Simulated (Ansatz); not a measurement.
Coupled-cluster diagnostics for Ga(H2O)F3 (GaOF3H2), Ansatz.

Geometry of the singlet (PBE-D4/def2-SVP):

Cartesian coordinates in Å:
```
Ga -0.7626 -0.4139 0.1328
O 0.9902 0.4325 -0.6054
H 1.6606 0.0504 0.0030
H 0.8983 1.3728 -0.3367
F -1.5975 -1.2318 -1.1772
F -1.3526 1.1643 0.6824
F 0.1635 -1.3743 1.3011
```

Correlated methods freeze 13 core orbitals; core or outer-core shells of Ga are correlated, in sets that lack core-valence functions.

(1) Estimate the CCSD(T) correlation energy, the shares of MP2 and (T), T1 and the reference's ⟨S²⟩ for: charge 0, singlet, own geometry in def2-TZVPP; and the rough time on 2 threads of AMD EPYC 7R13 on a shared host and a share (18 GiB) of an NVIDIA H100 80GB HBM3.

Results:

(1) 
```json
{"state": "charge 0, singlet, own geometry", "basis": "def2-TZVPP", "correlation (eV)": "-34.508", "MP2 share (%)": "97.5", "(T) share (%)": "3.0", "T1": "0.013", "⟨S²⟩ (pure)": "0.00 (0.00)", "wall time": "9.5 s"}
```
Customary marks for T1 are 0.02 (closed shells), 0.045 (open shells) and about 0.05 (3d metals). T1 stays under 0.02 throughout.
